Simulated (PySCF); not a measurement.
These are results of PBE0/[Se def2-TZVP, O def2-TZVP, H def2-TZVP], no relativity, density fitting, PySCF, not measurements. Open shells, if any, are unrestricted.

Q: What shape and geometry does isolated singlet H2SeO take (every ligand bound to Se)?

A: Counting electrons, selenium keeps 2 of its valence electrons outside its bonds, so the VSEPR class is AX3E1 and the expected shape is trigonal pyramidal; with unlike ligands the computed point group is Cs. The lowest minimum found is a singlet of Cs symmetry with Se–H 1.513 Å (×2), Se–O 1.636 Å; H–Se–H 86.9°, H–Se–O 106.0° (×2). Its harmonic wavenumbers are 837 (a''), 879 (a'), 923 (a'), 1064 (a'), 2161 (a''), 2171 (a') cm⁻¹ and its dipole moment is 3.79 D.

This need not be the most stable arrangement of these atoms.
